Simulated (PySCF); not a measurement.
C₆H₄S (charge -1 and doublet state).
Cartesian coordinates in Å at the GFN2-xTB level; atoms count from 1:
```xyz
11
C6H4S angstrom
C      3.0873   -0.2171    0.2141
C      1.8682   -0.0462    0.2183
C      0.5538    0.1210   -0.1060
C     -0.4610   -0.8519   -0.2320
C     -1.7090   -0.3290   -0.5158
C     -1.7429    1.0465   -0.6082
S     -0.1550    1.7526   -0.3459
H      3.9768   -0.3322    0.7807
H     -0.2444   -1.9038   -0.1135
H     -2.5980   -0.9335   -0.6547
H     -2.5704    1.6963   -0.8246
```

The species is `[H]/[C-]=[C]/c1cccs1` [radical] (charge -1).

Theory: PySCF 2.14.0, UKS B3LYP, pcH-1 on C H S, non-relativistic, mean-field spin-orbit, GIAO. Whether the extra electron is bound in the gas phase wasn't checked; a finite basis holds it in any case. A GFN2-xTB geometry isn't a minimum of the functional, and hyperfine couplings can be far from their values at a DFT geometry, by a factor of two or more for some ions and for spin on atoms past the first row. Stability of the SCF solution: not tested.

Largest spin populations (Mulliken): C6 (+0.34), C1 (+0.28), C4 (+0.20) and C3 (+0.15). The positive populations add up to 1.12 and the negative ones to -0.12, together 2S = 1.

Q: McConnell's relation a(H) = Q·ρ ties the coupling of a proton on a planar π carbon to the spin population of that carbon. What Q do the computed values give?

A: 
```json
{"H": "H9", "C": "C4", "ρ(C)": "+0.200", "a(H) (G)": "-5.03", "a/ρ (G)": "-25.1"}
{"H": "H10", "C": "C5", "ρ(C)": "-0.092", "a(H) (G)": "+1.18", "a/ρ (G)": "-12.8"}
{"H": "H11", "C": "C6", "ρ(C)": "+0.342", "a(H) (G)": "-8.78", "a/ρ (G)": "-25.6"}
```

A least-squares line through the origin gives Q = -24.9 G with Mulliken populations. In McConnell's picture π spin on carbon polarises the C–H bond and leaves opposite spin at the proton, which makes Q negative, as found here. Where ρ is negative the coupling is positive.

Q: Leave H10 and its like out of the fit. How well does the relation then predict its coupling?

A: The other protons give Q = -25.5 G, so a = -25.5 × -0.092 = 2.35 G, against the computed 1.18 G.

Couplings in gauss use g_iso = 2.0045.

Time: 48 s wall (grids of density and orbitals included); peak memory 0.78 GiB. Hardware: one thread of an Arm Neoverse V1, no GPU, shared host with 32 logical CPUs at a one-minute load of 9.4.

The SMILES draws the unpaired electron on C2; the largest computed Mulliken spin population is on C6 (0.34 against 0.01).
